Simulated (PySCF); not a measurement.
# Electron correlation in La²⁺ (lanthanum, charge +2)

[Xe] 4f1, 2F determinant (an excited configuration). Calculation: PySCF 2.14, in x2c-TZVPPall (11s7p7d3f1g, 97 functions); scalar relativity by spin-free X2C-1e. Frozen: [Kr] 4d10; 9 electrons correlated.

MP2 pair energies summed by pair of shells (mhartree):

| pair | energy | share (%) |
| --- | --- | --- |
| 5p-5p | -107.70 | 64.9 |
| 5s-5p | -26.93 | 16.2 |
| 4f-5p | -21.46 | 12.9 |
| 5s-5s | -5.45 | 3.3 |
| 4f-5s | -4.37 | 2.6 |

Total MP2 correlation energy: -165.91 mhartree.

Same-spin part -43.47 and opposite-spin part -122.44 mhartree; SCS-MP2 scales them by 1/3 and 6/5 to -161.41 mhartree.
